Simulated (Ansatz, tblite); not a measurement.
Spin states of the cluster Li₄Se₂⁺, each relaxed with PBE-D4/def2-SVP in Ansatz. Electronic energies in the gas phase.

The xTB rows come from tblite. Correlated methods freeze 18 core orbitals; core or outer-core shells of Li, Se are correlated, in sets that lack core-valence functions. The rows differ in basis, and correlated rows in double-zeta sets carry the largest basis error. In CCSD on the charge 1 quartet the largest single amplitude is 0.30, so its Hartree–Fock determinant may place the open shell otherwise than the density functionals do. The structure comes from a short search, and lower isomers may exist.

Doublet geometry (C3v within 0.1 Å):

Cartesian coordinates in Å:
```
Li 1.434 1.244 -0.620
Li -2.784 0.626 -1.619
Li -0.285 0.254 1.963
Li 0.570 -1.885 -0.342
Se 1.877 -0.422 1.088
Se -0.813 0.182 -0.469
```

Quartet geometry:

```xyz
6

Li   -0.9134    1.1014    1.1612
Li   -1.7286   -1.8472    1.0068
Li    1.1423   -0.7804    1.2153
Li    0.7970    0.7550   -2.3939
Se    1.3068    1.4411   -0.0587
Se   -0.6042   -0.6699   -0.9308
```

⟨S²⟩: doublet 0.75 at PBE0-D4/def2-TZVP (pure 0.75), quartet 3.76 at PBE0-D4/def2-TZVP (pure 3.75).

Only these spin states were relaxed. The quartet has other bonds than the doublet, so the gap mixes isomer and spin.

| level | quartet − doublet (kcal/mol) | lowest of these |
| --- | --- | --- |
| GFN1-xTB | 57.3 | doublet |
| HF/def2-SVP | 72.0 | doublet |
| LDA (SPW92)/def2-TZVP | 71.2 | doublet |
| PBE-D4/def2-TZVP | 66.9 | doublet |
| r2SCAN-D4/def2-TZVP | 71.6 | doublet |
| r2SCANh-D4/def2-TZVP | 73.2 | doublet |
| RPA@PBE/def2-TZVP | 69.5 | doublet |
| CCSD(T)/def2-SVP | 73.2 | doublet |

Change of the quartet − doublet gap on mixing in exact exchange, in kcal/mol: r2SCAN to r2SCANh (10 % exact exchange) 1.6.

The xTB methods have no spin-polarisation term.
